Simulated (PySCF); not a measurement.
C3H12OSi2. Atoms are numbered in the order given.

```xyz
18

C     -3.0590    -0.0209    -0.7195
C     -2.6942     0.1051     0.7593
C     -1.3770    -0.5751     1.1138
O     -0.3162     0.0344     0.3813
Si     1.2581    -0.5699     0.3863
Si     2.4662     0.8106    -1.0780
H     -2.2535     0.4014    -1.3522
H     -3.9994     0.5158    -0.9553
H     -3.1938    -1.0835    -1.0123
H     -3.4893    -0.3344     1.4002
H     -2.6170     1.1767     1.0439
H     -1.1846    -0.4923     2.2101
H     -1.4364    -1.6656     0.8730
H      1.8483    -0.5398     1.7785
H      1.2783    -2.0116    -0.0712
H      2.4517     2.2348    -0.5920
H      3.8960     0.3408    -1.1514
H      1.8705     0.7587    -2.4591
```

The structure is a stationary point at PBE-D3(BJ)/def2-SVP. Other conformers were not sampled.

Level of theory: PBE/pcSseg-1 run with PySCF.

GIAO shieldings, no solvent; atoms listed in one row are averaged. δ = σ(ref) − σ: ¹³C against TMS (σ = 182.0 ppm); ¹⁷O against H2O (σ = 334.3 ppm); ²⁹Si against TMS (σ = 335.4 ppm); ¹H against TMS (σ = 31.49 ppm), references at their B3LYP-D3(BJ)/def2-TZVP geometries, non-relativistic.

Computed chemical shifts:
| nucleus | atoms | count | δ (ppm) |
|---|---|---|---|
| ¹³C | C3 | 1 | 79.9 |
| ¹³C | C2 | 1 | 34.5 |
| ¹³C | C1 | 1 | 16.5 |
| ¹⁷O | O4 | 1 | 40.2 |
| ²⁹Si | Si5 | 1 | -13.6 |
| ²⁹Si | Si6 | 1 | -110.1 |
| ¹H | H14, H15 | 2 | 5.86 |
| ¹H | H12 | 1 | 4.53 |
| ¹H | H16, H17, H18 | 3 | 4.01 |
| ¹H | H13 | 1 | 3.99 |
| ¹H | H11 | 1 | 2.28 |
| ¹H | H10 | 1 | 1.85 |
| ¹H | H7, H8, H9 | 3 | 1.58 |
